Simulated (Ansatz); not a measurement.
A nudged elastic band was laid between two geometries of CH5AlBN (9 atoms, charge 0, multiplicity 1).

Theory: RKS PBE0-D4/def2-SVP (Ansatz).

```
movable images  : 5
climbing image  : yes
spring          : 0.1 eV/Å²
optimiser       : quadratic models (default)
start path      : through a guess of the saddle point
force threshold : 0.05 eV/Å
iteration limit : 29
end points      : relaxed
```

Initial state:

```xyz
9
Properties=species:S:1:pos:R:3
B -0.304 1.096 -1.114
N -0.191 0.250 -0.011
C 0.702 -0.966 0.144
Al -0.436 -0.466 1.599
H 0.364 0.898 -2.111
H -1.077 2.032 -1.062
H 0.465 -1.792 -0.544
H 1.779 -0.743 0.121
H -1.214 -0.356 2.960
```

Final state:

```xyz
9
Properties=species:S:1:pos:R:3
B -0.304 1.096 -1.113
N -0.193 0.249 -0.011
C 0.701 -0.966 0.143
Al -0.436 -0.467 1.600
H -1.078 2.031 -1.063
H 0.366 0.899 -2.109
H 0.467 -1.792 -0.545
H 1.778 -0.741 0.122
H -1.214 -0.355 2.961
```

Question: What changes between the two ends?

Answer: No bond is made or broken. The dihedral H6–B1–N2–C3 goes from -180 to 0°. The two ends are copies of one structure, up to a mirror image or an exchange of like atoms.

Question: What energy profile does the band end with?

Answer: The forces met the threshold. The highest image is number 2 of 0 to 6, 0.75 eV above the ends, which have the same energy within 2 meV. Another band between the same ends (5 images) ends at a top of the same energy, where a vibrational analysis finds 1 clearly imaginary mode.

```json
{"image": "0", "path coordinate (Å)": "0.00", "energy (eV)": "0.00", "dihedral H6–B1–N2–C3 (°)": "-180"}
{"image": "1", "path coordinate (Å)": "1.34", "energy (eV)": "0.44", "dihedral H6–B1–N2–C3 (°)": "-135"}
{"image": "2", "path coordinate (Å)": "2.67", "energy (eV)": "0.75", "dihedral H6–B1–N2–C3 (°)": "-77"}
{"image": "3", "path coordinate (Å)": "3.24", "energy (eV)": "0.62", "dihedral H6–B1–N2–C3 (°)": "-53"}
{"image": "4", "path coordinate (Å)": "3.81", "energy (eV)": "0.29", "dihedral H6–B1–N2–C3 (°)": "-30"}
{"image": "5", "path coordinate (Å)": "4.39", "energy (eV)": "0.05", "dihedral H6–B1–N2–C3 (°)": "-8"}
{"image": "6", "path coordinate (Å)": "4.98", "energy (eV)": "0.00", "dihedral H6–B1–N2–C3 (°)": "0"}
```

Question: What is the geometry of the highest image?

Answer: 
```xyz
9
Properties=species:S:1:pos:R:3:forces:R:3
B -0.181 0.940 -1.104 0.00 -0.02 0.01
N -0.545 0.379 0.147 0.00 0.04 -0.02
C 0.640 -0.661 0.154 0.01 0.00 0.00
Al -0.664 -0.599 1.568 0.00 -0.02 0.01
H -0.757 0.625 -2.130 0.00 0.00 0.00
H 0.760 1.714 -1.167 0.00 0.00 0.00
H 0.599 -1.406 -0.657 0.00 0.00 0.00
H 1.642 -0.211 0.243 0.00 0.00 0.00
H -1.405 -0.828 2.929 0.00 0.00 0.00
```

Run time: 9.4 min on 1 thread of Intel(R) Xeon(R) Platinum 8259CL CPU @ 2.50GHz (Skylake/Cascade Lake) (shared host), peak memory 0.19 GiB.
